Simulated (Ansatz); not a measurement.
Input and output for AlClH6SiSn (`[SiH3][Al]([Cl])[SnH3]`).

```yaml
crystal:
  periodic: [false, false, false]
  atoms:
    - {symbol: Si, position_ang: [0.028180, 1.416944, -1.811312]}
    - {symbol: Al, position_ang: [0.885402, -0.112565, -0.096163]}
    - {symbol: Cl, position_ang: [2.951984, -0.529517, -0.118402]}
    - {symbol: Sn, position_ang: [-0.540065, -1.307378, 1.801346]}
    - {symbol: H, position_ang: [-1.010113, 0.725459, -2.628086]}
    - {symbol: H, position_ang: [-0.628444, 2.586520, -1.160022]}
    - {symbol: H, position_ang: [1.092071, 1.917674, -2.722796]}
    - {symbol: H, position_ang: [-1.766373, -2.291326, 1.124968]}
    - {symbol: H, position_ang: [0.406123, -2.296830, 2.821973]}
    - {symbol: H, position_ang: [-1.335666, -0.160182, 2.791494]}
basis:
  gaussian: {orbitals: def2-mTZVP, fitting: {mean_field: def2-universal-jkfit}}
hamiltonian: {xc: {name: r2SCAN}, dispersion: d4}
output: {forces: true}
```

```sh
$ ansatz run in.yaml --threads 4 --pin off --events-out ev --progress --plain --max-ram 10444MiB
```

Output, abridged:

```
Functional definition: r2SCAN
710 factors; integrals over basis functions are off by at most 6.5e-1 eV
mean field evaluation 1: about -32926.4607 eV, gradient 2.0e1 eV
mean field evaluation 2: about -32926.5715 eV, gradient 2.1e1 eV
mean field evaluation 4: about -32927.8887 eV, gradient 1.3e0 eV
mean field evaluation 8: about -32927.8932 eV, gradient 2.2e-2 eV
mean field -32927.89317458 eV, -1210.0777548383 hartree, gradient 1.0e-5 eV, S^2 0.000000; 0 other end points of the search recorded, 0 dependent functions left out
reference -32927.89319410 eV, -1210.0777555557 hartree; 36, 36 occupied and 84, 84 virtual orbitals, 710 factors
Total energy: -32927.95241419 eV, -1210.0799318536 hartree
Atom 0 at     0.028180     1.416944    -1.811312 Å, force     0.019843    -0.048304     0.055979 eV/Å
Atom 1 at     0.885402    -0.112565    -0.096163 Å, force    -0.158026     0.022320     0.013968 eV/Å
Atom 2 at     2.951984    -0.529517    -0.118402 Å, force     0.172710    -0.033805    -0.003233 eV/Å
Atom 3 at    -0.540065    -1.307378     1.801346 Å, force     0.072100     0.052557    -0.085614 eV/Å
Atom 4 at    -1.010113     0.725459    -2.628086 Å, force    -0.029477    -0.000023    -0.032943 eV/Å
Atom 5 at    -0.628444     2.586520    -1.160022 Å, force    -0.021607     0.038481    -0.002452 eV/Å
Atom 6 at     1.092071     1.917674    -2.722796 Å, force     0.018648     0.021748    -0.032420 eV/Å
Atom 7 at    -1.766373    -2.291326     1.124968 Å, force    -0.064804    -0.047201    -0.021471 eV/Å
Atom 8 at     0.406123    -2.296830     2.821973 Å, force     0.036571    -0.051883     0.056822 eV/Å
Atom 9 at    -1.335666    -0.160182     2.791494 Å, force    -0.045958     0.046111     0.051364 eV/Å
Dipole moment:    -0.217989     0.084321    -0.048463 e Å
```

Run time 2.4 s (4 threads of a server CPU on a shared host); peak host memory 0.51 GiB.
